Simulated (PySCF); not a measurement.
CH6S2Si. Atoms are numbered in the order given.

```xyz
10

Si    -0.2601    -0.2013     0.4945
C     -1.9700    -0.7186    -0.0689
S      1.3282    -1.2416    -0.5476
S     -0.0794     1.8903     0.0080
H     -0.0885    -0.4568     1.9533
H     -2.0881    -0.5421    -1.1491
H     -2.7478    -0.1535     0.4699
H     -2.1241    -1.7923     0.1234
H      1.3289    -2.3039     0.2932
H      1.2005     1.9984     0.4342
```

Coordinates come from a B3LYP-D3(BJ)/def2-SVP optimisation. One conformer was computed; it need not be the lowest.

Computed with B3LYP-D3(BJ)/def2-SVP (PySCF).

Frequencies are harmonic and unscaled.

| mode | ν (cm⁻¹) | IR (km/mol) | moving atoms (share of kinetic energy) |
|---|---|---|---|
| 1 | 123 | 11.6 | H 62 %, S 30 % |
| 2 | 146 | 4.2 | H 48 %, S 35 %, Si 11 % |
| 3 | 161 | 0.1 | H 91 % |
| 4 | 181 | 0.2 | H 38 %, C 29 %, S 27 % |
| 5 | 221 | 3.2 | Si 34 %, H 29 %, C 19 %, S 17 % |
| 6 | 244 | 25.8 | H 80 %, S 17 % |
| 7 | 457 | 17.3 | S 50 %, Si 33 %, H 11 % |
| 8 | 524 | 58.0 | Si 51 %, S 39 %, H 9 % |
| 9 | 642 | 24.1 | H 94 % |
| 10 | 686 | 19.5 | H 55 %, C 31 %, Si 13 % |
| 11 | 716 | 37.2 | H 81 % |
| 12 | 754 | 25.9 | H 69 %, C 16 %, Si 14 % |
| 13 | 798 | 18.4 | H 81 %, Si 10 % |
| 14 | 857 | 179.3 | H 75 %, Si 12 %, C 11 % |
| 15 | 901 | 117.5 | H 81 %, C 13 % |
| 16 | 1271 | 19.7 | H 79 %, C 21 % |
| 17 | 1429 | 5.2 | H 96 % |
| 18 | 1431 | 2.3 | H 96 % |
| 19 | 2209 | 126.2 | H 97 % |
| 20 | 2657 | 2.1 | H 97 % |
| 21 | 2672 | 0.2 | H 97 % |
| 22 | 3032 | 1.7 | H 97 % |
| 23 | 3125 | 2.9 | H 91 %, C 9 % |
| 24 | 3135 | 1.6 | H 91 %, C 9 % |
